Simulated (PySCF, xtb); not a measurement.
CdS, SMILES [S]=[Cd].

GFN2-xTB in xtb at its own geometry gives an orbital gap of 1.28 eV and a dipole moment of 6.28 D.

Coordinates come from a B3LYP-D3(BJ)/def2-TZVPD optimisation. The def2 effective core potentials stand for the cores of Cd; spin–orbit coupling is left out.

Task: What does PBE/def2-TZVPD in PySCF give? (Estimate from the structure and the level; the computed values follow.)

Result: gap 0.32 eV (levels -5.27 and -4.95 eV), dipole 5.54 D.
